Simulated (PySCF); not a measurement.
C7H12N (doublet state).
Geometry (GFN2-xTB, Å), atoms numbered from 1 in this order:
```xyz
20
C7H12N angstrom
C     -1.0018    2.2674   -0.2656
C     -0.2853    1.1044   -0.1062
C      0.9707    0.9430   -0.6576
C      1.8165   -0.2670   -0.4939
C      1.0102   -1.4794   -0.0383
C      0.0815   -1.0829    1.1034
C     -0.9425   -0.0394    0.6523
N     -1.9910   -0.6918   -0.1308
H     -1.9715    2.3934    0.1820
H     -0.6085    3.0923   -0.8324
H      1.4030    1.7692   -1.2052
H      2.5949   -0.0503    0.2515
H      2.3410   -0.4834   -1.4304
H      1.6835   -2.2751    0.2865
H      0.4223   -1.8660   -0.8731
H      0.6739   -0.6688    1.9219
H     -0.4591   -1.9547    1.4731
H     -1.4405    0.3700    1.5404
H     -2.7017   -0.0143   -0.3863
H     -1.6007   -1.0556   -0.9944
```

The hyperfine couplings belong to this conformer and change with its torsions.

Identity: `C1CC[C@H](N)C([CH]1)=C` [radical].

Computed with UKS B3LYP, pcH-1 on C H N, non-relativistic, mean-field spin-orbit, GIAO (PySCF 2.14.0). One conformer (not necessarily the lowest) at the GFN2-xTB geometry, without solvent, vibrations or thermal averaging. A GFN2-xTB geometry isn't a minimum of the functional, and hyperfine couplings can be far from their values at a DFT geometry. Stability of the SCF solution: not tested. ⟨S²⟩ is 0.776 where a pure state has 0.75.

Task: Give the principal g shifts and their parts.

Result: 
| Δg (ppm) | 1 | 2 | 3 |
| --- | --- | --- | --- |
| relativistic mass correction | -138 | -138 | -138 |
| gauge correction | -1 | 33 | 25 |
| orbital Zeeman/spin–orbit | 68 | 600 | 715 |
| total | -70 | 495 | 603 |

So g = 2.00225, 2.00281, 2.00292 and g_iso = 2.00266; the tensor is rhombic: the two nearest values differ by 16 % of g3 − g1. Axes: g2 points within 7° of the C1–C2 bond.

Task: What effective moment and Curie constant follow for a powder?

Result: With the mean of g² = 4.0107 and S(S+1) = 0.75: μ_eff = √(⟨g²⟩S(S+1)) = 1.734 μB and χT = 0.12505·⟨g²⟩·S(S+1) = 0.376 cm³ K/mol (cgs; spin-Hamiltonian part alone).

Task: What are the electron Larmor frequencies g μB B/h along the three axes at 350 mT?

Result: 9.8084, 9.8112, 9.8117 GHz for g1, g2 and g3, a range of 3.3 MHz.

Task: At 9.346 GHz, how far is the centre of the isotropic spectrum from where a free electron (g = 2.002319) resonates?

Result: B = hν/(g μB) with μB/h = 13.99624 MHz/mT gives 333.49 mT for the free electron and 333.43 mT at g_iso, 0.06 mT lower.

Task: In a frozen sample, at which fields do the three g values resonate at 9.5, 34, 94 and 263 GHz (hyperfine left aside), and which band first spreads them over more than twice a line width of 0.5 mT?

Result: 
| band | GHz | B(g3) mT | B(g2) mT | B(g1) mT | spread mT |
| --- | --- | --- | --- | --- | --- |
| X | 9.5 | 338.88 | 338.90 | 339.00 | 0.11 |
| Q | 34.0 | 1212.84 | 1212.90 | 1213.25 | 0.41 |
| W | 94.0 | 3353.14 | 3353.32 | 3354.27 | 1.13 |
| J | 263.0 | 9381.67 | 9382.17 | 9384.82 | 3.15 |

The spread grows in proportion to the frequency. W band is the first where it exceeds 1.0 mT.

Largest spin populations (Mulliken): C1 (+0.70), C3 (+0.63) and C2 (-0.25). The positive populations add up to 1.40 and the negative ones to -0.40, together 2S = 1. The angles at C1 add up to 360.0°, so it is planar; its axial dipolar tensor and the negative couplings of its protons fit spin in a p orbital normal to that plane.

The HOMO–LUMO gaps are 5.95 eV among the α and 4.28 eV among the β orbitals.
